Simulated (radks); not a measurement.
Values are calculated unless marked as measured or tabulated.
How relativity changes the ionisation of neutral molybdenum ([Kr] 4d5 5s1) to Mo+ ([Kr] 4d5). Spin-unpolarised spherical Kohn-Sham, PBE, point nucleus unless stated (finite: rms radius 4.4091 fm), a radial shooting solver on a logarithmic mesh with Libxc functionals. A level marked "c x" has the speed of light scaled by that factor and shares open shells by 2j + 1; other Dirac levels either fill j = l - 1/2 first or share by 2j + 1.

level,E(Mo) (hartree),E(Mo+) (hartree),IE (eV),HOMO,<r> HOMO (bohr)
non-rel.,-3976.96518,-3976.72569,6.517,5s,3.729
scalar-rel.,-4048.61939,-4048.36617,6.890,4d,2.000
"scalar-rel., finite nucleus",-4048.56233,-4048.30912,6.890,4d,2.000
"Dirac, 2j+1 shares",-4049.20217,-4048.94892,6.891,4d5/2,2.013
"Dirac, low j first",-4049.21711,-4048.96470,6.868,4d5/2,2.021
"Dirac, 2j+1 shares, finite nucleus",-4049.14502,-4048.89177,6.891,4d5/2,2.013
"Dirac, c x 0.75",-4110.45106,-4110.18549,7.226,4d5/2,2.053
"Dirac, c x 1.5",-4008.24016,-4007.99482,6.676,4d5/2,1.986
"Dirac, c x 2",-3994.40123,-3994.15850,6.605,5s1/2,3.696

NIST Atomic Spectra Database: 7.092 eV (measured). The relativistic part of the total energy of Mo is -72.18 hartree (Dirac, 2j+1 shares, finite nucleus), 1.8 % of the non-relativistic value. Spin polarisation and multiplet splitting of open shells are left out at every level.

Beside tabulated values, note that relativity, absent from the non-relativistic runs, is large for the heavy elements, and spin-unpolarised runs miss the spin-polarisation part of the exchange energy of open shells.
